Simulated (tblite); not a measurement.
nickel atom (Ni), triplet (GFN-xTB shapes and energies of metal compounds can be far from the true ones); tblite with GFN1-xTB.

tblite was given this input:
```
$ tblite run mol.xyz --method gfn1 --charge 0 --spin 2 --json tblite.json --no-restart

# file mol.xyz
1

Ni     0.00000000     0.00000000     0.00000000
```

It wrote (shortened):

```
xTB calculator
 | screened Coulomb repulsion
 | Coulomb electrostatics
 |  * isotropic Klopman-Ohno-Mataga-Nishimoto electrostatics
 |  * onsite third-order electrostatics
 | DFT-D3(BJ) dispersion correction

halogen bonding energy    0.0000000000000E+00 Eh
repulsion energy          0.0000000000000E+00 Eh
dispersion energy         0.0000000000000E+00 Eh
number of electrons       1.0000000000000E+01 e
integral cutoff           3.3709794708568E+01 bohr

------------------------------------------------------------
  cycle        total energy    energy error   density error
------------------------------------------------------------
      1     -3.905824812595  -3.9058248E+00   8.1649658E-01
      2     -3.905824812595   0.0000000E+00   4.8989795E-01
      3     -3.905824812595  -3.1086245E-15   2.9390938E-05
      4     -3.905824812595   0.0000000E+00   4.5766736E-14
------------------------------------------------------------

electronic energy        -3.9058248125947E+00 Eh
total energy             -3.9058248125947E+00 Eh

Post processing:
 | Mayer-Wiberg bond orders

[Info] JSON dump of results written to 'tblite.json'
```
